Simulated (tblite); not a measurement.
Species: C₁₀H₄S₄.
Numbering: `[cH:1]1[cH:2][c:3]2[c:4]([s:5]1)[s:6][c:7]1[s:8][c:9]3[s:10][cH:11][cH:12][c:13]3[c:14]21` (hydrogens: H15 on C1; H16 on C2; H17 on C11; H18 on C12)

Level: GFN2-xTB in tblite, geometry and Hessian alike; calculated harmonic values, unscaled, isolated species. Against measured fundamentals such values can be off by several per cent, at times by over 20.

Harmonic wavenumbers (cm⁻¹): 73.4, 92.9, 137.6, 161.9, 201.9, 259.6, 294.3, 303.6, 318.2, 379.6, 400.1, 421.6, 422.0, 480.4, 499.7, 515.8, 580.9, 638.2, 655.8, 674.2, 706.2, 734.2, 747.2, 748.9, 804.0, 815.9, 821.8, 823.9, 936.1, 1012.8, 1050.5, 1059.8, 1073.7, 1087.7, 1118.9, 1191.2, 1264.8, 1377.0, 1387.0, 1394.3, 1456.7, 1503.2, 1517.1, 1557.5, 3138.7, 3140.9, 3165.1, 3165.3.

A = 1051, B = 300.9, C = 233.9 MHz; mass 251.920 u (most abundant isotopes); point group C2v, symmetry number 2.

What is the zero-point energy?

Half the sum of the wavenumbers: 23156 cm⁻¹ = 277.01 kJ/mol.

Entropy at 273.15 K, 1 bar (ideal gas, RRHO, classical rotation)?

Translation 175.99, rotation 130.13, vibration 115.68: S = 421.8 J/(mol K).

And Cp and H(273.15 K) − H(0)?

Cp = 181.29 J/(mol K), of which vibrations give 148.03 (their classical limit is 48 R = 399.1); H(273.15 K) − H(0) = 27.64 kJ/mol without the zero-point energy, 18.55 from vibrations.

Which modes carry the vibrational entropy at 273.15 K?

73.4 cm⁻¹: 16.27; 92.9 cm⁻¹: 14.34; 137.6 cm⁻¹: 11.17; 161.9 cm⁻¹: 9.89; 201.9 cm⁻¹: 8.18; 259.6 cm⁻¹: 6.33 J/(mol K); the other 42 give 49.50 together.

How do the functions run with temperature in this model?

```json
{"T (K)": "150", "S (J/(mol K))": "336.8", "Cp (J/(mol K))": "108.1", "H − H(0) (kJ/mol)": "9.73", "G − H(0) (kJ/mol)": "-40.80", "ln q(vib)": "2.29"}
{"T (K)": "250", "S (J/(mol K))": "406.3", "Cp (J/(mol K))": "168.3", "H − H(0) (kJ/mol)": "23.59", "G − H(0) (kJ/mol)": "-77.99", "ln q(vib)": "5.06"}
{"T (K)": "298.15", "S (J/(mol K))": "438.3", "Cp (J/(mol K))": "194.7", "H − H(0) (kJ/mol)": "32.34", "G − H(0) (kJ/mol)": "-98.33", "ln q(vib)": "6.50"}
{"T (K)": "400", "S (J/(mol K))": "502.4", "Cp (J/(mol K))": "242.1", "H − H(0) (kJ/mol)": "54.68", "G − H(0) (kJ/mol)": "-146.28", "ln q(vib)": "9.64"}
{"T (K)": "600", "S (J/(mol K))": "613.6", "Cp (J/(mol K))": "304.7", "H − H(0) (kJ/mol)": "109.95", "G − H(0) (kJ/mol)": "-258.20", "ln q(vib)": "15.79"}
{"T (K)": "900", "S (J/(mol K))": "747.6", "Cp (J/(mol K))": "354.0", "H − H(0) (kJ/mol)": "209.63", "G − H(0) (kJ/mol)": "-463.24", "ln q(vib)": "24.32"}
```

q(vib) and H(0) count from the zero-point level.

Hindered rotation and anharmonicity are outside this model.
